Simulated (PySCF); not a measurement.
## Working out the ionisation energy of Ge⁺

Ge⁺ [Ar] 3d10 4s2 4p1 (2P) → Ge²⁺ [Ar] 3d10 4s2 (1S). Calculation: PySCF 2.14, in aug-cc-pVDZ-DK (6s5p3d, 36 functions); scalar relativity by spin-free X2C-1e. Frozen: [Ar] 3d10. Energies in hartree (1 hartree = 27.21139 eV):

```
            part   Ge⁺ (lower)  Ge²⁺ (upper)
             UHF  -2096.687206  -2096.127484
CCSD correlation     -0.046217     -0.038043
             (T)     -0.000457      0.000000
```

What does Hartree-Fock give?

(-2096.127484) − (-2096.687206) = 0.559722 hartree = 15.231 eV.

What do CCSD and CCSD(T) give?

The CCSD correlation energies differ by 0.008174 hartree = 0.222 eV and the triples by 0.000457 hartree = 0.012 eV, so CCSD gives 15.453 eV and CCSD(T) 15.465 eV.

Measured between the centres of the two terms (NIST): 15.789 eV, so CCSD(T) (valence) is off by -0.324 eV.

A double-zeta basis recovers only part of the correlation energy.

What remains against the reference includes basis incompleteness, the frozen core and higher excitations.
